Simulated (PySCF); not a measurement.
## Correlation energy of Al (aluminium, neutral)

[Ne] 3s1 3p2, high-spin 4P determinant (an excited configuration). Computed with PySCF 2.14 in aug-cc-pCVTZ-DK (8s7p5d3f, 75 functions), with scalar relativity by spin-free X2C-1e. Frozen: 1s2; 11 electrons correlated.

```tsv
level	correlation energy (mhartree)
CCSD	-294.53
(T)	-2.36
CCSD(T)	-296.89
```

Diagnostics: T1 = 0.0040, D1 = 0.0160, largest double amplitude 0.055.

Cost of the coupled-cluster step: about 24 core-seconds, for 11 correlated electrons.

Iterations:

```
CC2 = 0
CCSD nocc = (np.int64(7), np.int64(4)), nmo = (74, 74)
frozen orbitals [[0], [0]]
max_cycle = 100
direct = 0
conv_tol = 1e-08
conv_tol_normt = 1e-06
diis_space = 8
diis_start_cycle = 0
Init t2, MP2 energy = -0.285124588048039
Init E_corr(UCCSD) = -0.285124588051208
cycle = 1  E_corr(UCCSD) = -0.291559534729014  dE = -0.00643494668  norm(t1,t2) = 0.0333007
cycle = 2  E_corr(UCCSD) = -0.29367992743039  dE = -0.0021203927  norm(t1,t2) = 0.0132992
cycle = 3  E_corr(UCCSD) = -0.294557656301304  dE = -0.000877728871  norm(t1,t2) = 0.00577334
cycle = 4  E_corr(UCCSD) = -0.2945368228288  dE = 2.08334725e-05  norm(t1,t2) = 0.000610096
cycle = 5  E_corr(UCCSD) = -0.294525405485631  dE = 1.14173432e-05  norm(t1,t2) = 0.000163556
cycle = 6  E_corr(UCCSD) = -0.294530080463217  dE = -4.67497759e-06  norm(t1,t2) = 3.56754e-05
cycle = 7  E_corr(UCCSD) = -0.294529963021232  dE = 1.17441984e-07  norm(t1,t2) = 6.90282e-06
cycle = 8  E_corr(UCCSD) = -0.294529800424236  dE = 1.62596996e-07  norm(t1,t2) = 1.64306e-06
cycle = 9  E_corr(UCCSD) = -0.294529838084164  dE = -3.7659928e-08  norm(t1,t2) = 2.83286e-07
cycle = 10  E_corr(UCCSD) = -0.294529840474078  dE = -2.38991354e-09  norm(t1,t2) = 4.97159e-08
UCCSD converged
E(UCCSD) = -242.5195421587717  E_corr = -0.294529840474078
UCCSD(T) correction = -0.00235865143939977
```
